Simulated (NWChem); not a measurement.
GeH$_{2}$, singlet; SMILES [GeH2]

```xyz
3

Ge     0.0000     0.0000     0.0659
H      1.1332     0.0000    -1.0546
H     -1.1332     0.0000    -1.0546
```
Atoms are numbered in this order, from 1.

Program: NWChem. Low-valent species are run as closed-shell singlets; no triplet was tried in these runs. Coordinates come from a PBE0-D3(BJ)/def2-TZVP optimisation.

For level B3LYP/def2-SVP:

```yaml
dipole (D): 0.09
```

### Question
Estimate the same quantities for level B3LYP/def2-SVPD.

### Answer
The dipole (D) is 0.23.
